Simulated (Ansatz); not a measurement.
Abridged output of a molecular run in Ansatz:

```
Functional definition: HF
1352 factors; integrals over basis functions are off by at most 8.7e-4 eV
mean field evaluation 1: about -72122.4826 eV, gradient 3.1e1 eV
mean field evaluation 2: about -72122.6954 eV, gradient 3.1e1 eV
mean field evaluation 4: about -72125.0160 eV, gradient 3.5e0 eV
mean field evaluation 8: about -72125.0638 eV, gradient 2.1e-1 eV
mean field -72125.06406075 eV, -2650.5472161082 hartree, gradient 1.5e-6 eV, S^2 0.000000; 0 other end points of the search recorded, 0 dependent functions left out
16 core orbitals not correlated: weight in the atoms' cores, before any rotation towards them, 1.000 or more for the frozen orbitals, at most 0.000 for the correlated occupied ones
reference -72125.06406075 eV, -2650.5472161082 hartree; 18, 18 occupied and 188, 188 virtual orbitals, 1352 factors
second order -23.59140135 eV of doubles, -0.00000000 eV of singles
cycle   1  -23.79665476 eV  change   -2.1e-1 eV  update   1.1e-1
cycle   2  -24.46472889 eV  change   -6.7e-1 eV  update   3.1e-2
cycle   3  -24.57495031 eV  change   -1.1e-1 eV  update   1.5e-2
cycle   4  -24.56201902 eV  change    1.3e-2 eV  update   3.5e-3
cycle   5  -24.56120131 eV  change    8.2e-4 eV  update   1.7e-3
cycle   6  -24.56162332 eV  change   -4.2e-4 eV  update   4.9e-4
cycle   7  -24.56136347 eV  change    2.6e-4 eV  update   2.3e-4
cycle   8  -24.56137479 eV  change   -1.1e-5 eV  update   7.5e-5
cycle   9  -24.56139646 eV  change   -2.2e-5 eV  update   2.9e-5
perturbative correction -0.96319884 eV, -0.0353969045 hartree
Total energy: -72150.58865605 eV, -2651.4852276842 hartree
```

Its atoms:

```xyz
9

O    -0.032   -1.083    1.262
C    -0.355   -0.648   -0.005
Cl    0.378   -1.711   -1.287
Ge    0.343    1.190   -0.249
H    -0.429   -1.948    1.417
H    -1.427   -0.705   -0.210
H    -0.051    1.663   -1.653
H     1.865    1.144   -0.090
H    -0.292    2.098    0.815
```

Q: Which basis set was used?
A. def2-TZVPP
B. cc-pV(Q+d)Z
C. cc-pV(D+d)Z
D. def2-SVP

A: A. It gives 222 functions.

Q: Write the keys of the input that set method, charge and spin (a neutral closed shell needs none for the last two).

A: 
```yaml
correlation: {method: ccsd_t}
```
